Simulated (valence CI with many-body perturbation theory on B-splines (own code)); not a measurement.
E1 transitions of Ar³⁺

Level of theory: relativistic CI+MBPT: five valence electrons over a frozen Dirac-Fock core [Ne], a basis of 11 s, 11 p, 10 d, 8 f, 5 g, 2 h functions for each j, with the one-electron correlation potential Σ1 (screened to all orders), the two-electron term Σ2, the three-electron term Σ3, Breit, model QED; selected single and double excitations, second order for the rest, scaled by the run's own slope (own B-spline code, finite nucleus).

Against 54 measured levels this calculation errs by 137 cm⁻¹ on average and by 426 at most. These come from a selection out of Saloman, J. Phys. Chem. Ref. Data 39, 033101 (2010). Levels without a partner in it may be off by more. Among the levels kept, up to 3700 cm⁻¹ of a level comes from second order outside the variational space, and about a tenth of that is noise between levels of different J, which matters for small intervals.

Lines 201 to 250 of 599 in falling wavelength, among levels below 362944 cm⁻¹, chosen from the strongest by gf and those to the six lowest levels. Wavelengths and rates use the calculated energies, so an error of 100 cm⁻¹ moves a line at 1504 Å by 0.15 % and its rate by three times that or more. Electric multipoles are in the length gauge, E1 and E2 with the static RPA response of the core. Weak lines are less certain than strong ones. Lines between different terms over intervals too small for the method are left out, as are lines whose strength nearly cancels. Where a level lies close to another of its J and parity, the split of strength between their lines is uncertain. The highest levels of a list are the least certain.

Names give the largest LS component (configuration and term), which can be under half, so a name can repeat, a term be missing and a line seem to break the LS rules; names also repeat where a configuration has a term twice. Letters in brackets count levels of one name in rising energy.

```tsv
λ vac (Å)	λ from measured levels	Upper	Lower	A (s⁻¹)	S (a.u.)
1731		3s2 3p2 4d 2D_3/2 [a]	3s2 3p2 4p 2D°_3/2 [a]	1.83e+08	1.88e+00
1726		3s2 3p2 4d 4D_7/2	3s 3p3 3d 4D°_7/2 [a]	4.24e+07	8.59e-01
1723		3s2 3p2 4d 4D_5/2	3s 3p3 3d 4D°_5/2 [a]	2.82e+07	4.27e-01
1713		3s2 3p2 4d 2D_5/2 [a]	3s2 3p2 4p 4P°_5/2	2.58e+07	3.85e-01
1706		3s2 3p2 4p 2D°_5/2 [b]	3s2 3p2 3d 2F_7/2 [b]	2.07e+08	3.05e+00
1703		3s2 3p2 4d 2P_3/2 [a]	3s2 3p2 4p 2S°_1/2	6.85e+08	6.68e+00
1700		3s2 3p2 4p 2D°_3/2 [b]	3s2 3p2 3d 2F_5/2 [b]	2.19e+08	2.13e+00
1684		3s2 3p2 4d 2P_1/2 [a]	3s2 3p2 4p 2S°_1/2	4.59e+08	2.16e+00
1676		3s2 3p2 4d 4P_3/2	3s2 3p2 4p 2S°_1/2	6.21e+07	5.77e-01
1662		3s2 3p2 4d 4P_1/2	3s2 3p2 4p 2S°_1/2	1.29e+08	5.86e-01
1647		3s2 3p2 4d 4D_1/2	3s2 3p2 4p 2S°_1/2	8.67e+07	3.82e-01
1641		3s2 3p2 4d 2D_5/2 [b]	3s2 3p2 4p 2P°_3/2 [a]	2.92e+07	3.82e-01
1613		3s2 3p2 5s 2P_3/2	3s2 3p2 4p 2P°_3/2 [a]	5.24e+07	4.34e-01
1600		3s2 3p2 4p 2P°_3/2 [b]	3s2 3p2 3d 2S_1/2	7.53e+07	6.09e-01
1553		3s2 3p2 4d 2P_1/2 [b]	3s2 3p2 4p 2P°_3/2 [a]	9.33e+07	3.45e-01
1551		3s2 3p2 5s 4P_3/2	3s2 3p2 4p 4S°_3/2	1.12e+08	8.25e-01
1550		3s2 3p2 4d 2P_1/2 [b]	3s2 3p2 4p 2P°_1/2 [a]	2.11e+08	7.74e-01
1539		3s2 3p2 4d 2P_3/2 [b]	3s2 3p2 4p 2P°_3/2 [a]	3.30e+08	2.38e+00
1536		3s2 3p2 4d 2P_3/2 [b]	3s2 3p2 4p 2P°_1/2 [a]	8.18e+07	5.85e-01
1536		3s2 3p2 4d 2D_5/2 [b]	3s2 3p2 4p 2D°_5/2 [a]	2.66e+08	2.85e+00
1533		3s2 3p2 4p 2P°_1/2 [b]	3s2 3p2 3d 2P_1/2 [c]	1.47e+08	5.21e-01
1532		3s2 3p2 4p 2P°_3/2 [b]	3s2 3p2 3d 2P_3/2 [c]	1.64e+08	1.17e+00
1524		3s2 3p2 5s 4P_5/2	3s2 3p2 4p 2D°_5/2 [a]	3.81e+07	4.00e-01
1524		3s2 3p2 5s 4P_5/2	3s2 3p2 4p 4S°_3/2	2.68e+08	2.81e+00
1512		3s2 3p2 4d 2S_1/2	3s2 3p2 4p 2P°_3/2 [a]	2.51e+08	8.55e-01
1511		3s2 3p2 5s 4P_1/2	3s2 3p2 4p 4P°_3/2	4.60e+08	1.57e+00
1511		3s2 3p2 5s 2P_3/2	3s2 3p2 4p 2D°_5/2 [a]	2.13e+08	1.45e+00
1509		3s2 3p2 4d 2S_1/2	3s2 3p2 4p 2P°_1/2 [a]	9.99e+07	3.39e-01
1509		3s2 3p2 4d 2D_3/2 [b]	3s2 3p2 4p 2D°_3/2 [a]	2.24e+08	1.52e+00
1508		3s2 3p2 5s 4P_3/2	3s2 3p2 4p 4P°_5/2	1.71e+08	1.16e+00
1505		3s2 3p2 4p 2D°_3/2 [b]	3s2 3p2 3d 2D_3/2 [b]	1.76e+08	1.18e+00
1504	1498	3s2 3p2 4p 4D°_7/2	3s2 3p2 3d 4P_5/2	3.13e+07	4.20e-01
1501		3s2 3p2 5s 2P_1/2	3s2 3p2 4p 2D°_3/2 [a]	4.01e+08	1.34e+00
1499		3s2 3p2 4p 2D°_5/2 [b]	3s2 3p2 3d 2D_5/2 [b]	1.72e+08	1.72e+00
1495		3s2 3p2 5s 4P_3/2	3s2 3p2 4p 4P°_3/2	1.43e+08	9.40e-01
1492		3s2 3p2 5s 4P_3/2	3s2 3p2 4p 4P°_1/2	2.12e+08	1.39e+00
1482		3s2 3p2 5s 4P_5/2	3s2 3p2 4p 4P°_5/2	3.85e+08	3.72e+00
1470		3s2 3p2 5s 4P_5/2	3s2 3p2 4p 4P°_3/2	8.27e+07	7.78e-01
1466	1461	3s2 3p2 4p 4P°_3/2	3s2 3p2 3d 4P_5/2	7.43e+07	4.62e-01
1454	1448	3s2 3p2 4p 4P°_5/2	3s2 3p2 3d 4P_5/2	3.86e+07	3.51e-01
1446		3s2 3p2 4d 2P_3/2 [b]	3s2 3p2 4p 2D°_5/2 [a]	4.54e+08	2.71e+00
1445		3s2 3p2 5s 4P_1/2	3s2 3p2 4p 4D°_3/2	4.04e+08	1.20e+00
1444	1436	3s2 3p2 4p 2P°_3/2 [a]	3s2 3p2 3d 2D_5/2 [a]	1.73e+08	1.03e+00
1441		3s2 3p2 5s 4P_3/2	3s2 3p2 4p 4D°_5/2	5.28e+08	3.12e+00
1440		3s2 3p2 4p 2P°_1/2 [c]	3s2 3p2 3d 2D_3/2 [c]	2.71e+08	7.97e-01
1439		3s2 3p2 5s 4P_1/2	3s2 3p2 4p 4D°_1/2	3.05e+08	8.96e-01
1434		3s2 3p2 5s 4P_5/2	3s2 3p2 4p 4D°_7/2	6.66e+08	5.81e+00
1433	1426	3s2 3p2 4p 4S°_3/2	3s2 3p2 3d 4P_1/2	1.26e+08	7.31e-01
1430		3s2 3p2 5s 4P_3/2	3s2 3p2 4p 4D°_3/2	1.82e+08	1.05e+00
1429		3s2 3p2 4d 2P_1/2 [b]	3s2 3p2 4p 2D°_3/2 [a]	4.18e+08	1.20e+00
```
